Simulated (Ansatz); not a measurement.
Consider the atomization: `C=NB(F)Br` → B• + Br• + C• + F• + 2 H• + N•.

Isolated molecules relaxed with PBE0-D4/def2-TZVP in Ansatz; ΔE leaves out vibrations. CCSD(T)/CBS adds triple-zeta CCSD(T) − MP2 to the extrapolated MP2 energy (def2 sets, frozen cores). This one scheme is used for every species, atoms too. Functionals use def2-TZVPP. No spin–orbit coupling; open shells (•) take unrestricted orbitals. Spin–orbit coupling would lower the free atoms: a little for B, C, F; clearly for Br. Bonds to Br are less sure, by a few kJ/mol each and by 10 to 20 or more in all where they break to atoms, as the def2 sets lack core-valence functions. Scalar relativity is left out up to krypton. Each species was taken in one conformer, which may not be the lowest.

CCSD(T)/CBS gives +2870.4 kJ/mol.

Another level gave +2888.1 kJ/mol. Which?
A. r2SCANh-D4/def2-TZVPP
B. revPBE-D4/def2-TZVPP
C. CAM-B3LYP/def2-TZVPP
D. r2SCAN0/def2-TZVPP

C. CAM-B3LYP 2888.1, r2SCAN0 2824.8, revPBE-D4 2905.3, r2SCANh-D4 2872.4 kJ/mol.

Largest T1 diagnostic among the species: 0.014.

From r2SCAN to r2SCAN0 (25 % exact exchange), in def2-TZVPP and without D4, ΔE moves by −74.5 kJ/mol: exact exchange takes away binding that semilocal exchange gives to molecules. Leaving LDA and LC-ωPBE aside and taking each functional with its dispersion term where it has one, the values, not all of them listed here, spread over 232.6 kJ/mol, from BHLYP-D4 to PBE-D4. LDA lies +389.8 kJ/mol from PBE without D4, its usual overbinding. At CCSD(T), def2-SVP lies −136.5 kJ/mol from the extrapolated value and def2-TZVPP −85.1 kJ/mol: correlation converges slowly with the basis, and small sets miss more of it in the bonded molecule than in its fragments.

For atomizations the MP2-based limit and the directly extrapolated one differ by several kJ/mol either way, and by 10 to 25 for some Ge, Se and Sn compounds, so smaller differences from it don't rank the levels.
